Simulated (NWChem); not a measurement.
System: C$_{4}$H$_{4}$N$_{2}$; SMILES N1C(=C)N=CC=1

Input file for NWChem:

```
start job
memory heap 200 mb stack 900 mb global 1100 mb
geometry units angstroms noautoz
  C      0.000000     0.000000    -2.030673
  C      0.000000     0.000000    -0.686588
  N      0.000000    -1.181614     0.092307
  C      0.000000    -0.736987     1.312195
  C      0.000000     0.736987     1.312195
  N      0.000000     1.181614     0.092307
  H      0.000000     0.935792    -2.578185
  H      0.000000    -0.935792    -2.578185
  H      0.000000    -1.394661     2.176430
  H      0.000000     1.394661     2.176430
end
basis spherical
  * library def2-tzvp
end
dft
  xc pw6b95
  iterations 150
  semidirect filesize 400000000
  mulliken
end
task dft energy
```

All runs use the structure optimised with B3LYP/6-31G* (spherical d).

### Question
What results follow from this input? (PW6B95/def2-TZVP.) Quantities: energy (Ha); highest occupied level (eV); orbital gap (eV); dipole (D).

### Answer
```
Item                           Value
---------------------------  -------
energy (Ha)                  -264.72
highest occupied level (eV)    -8.12
orbital gap (eV)                5.43
dipole (D)                      0.60
```
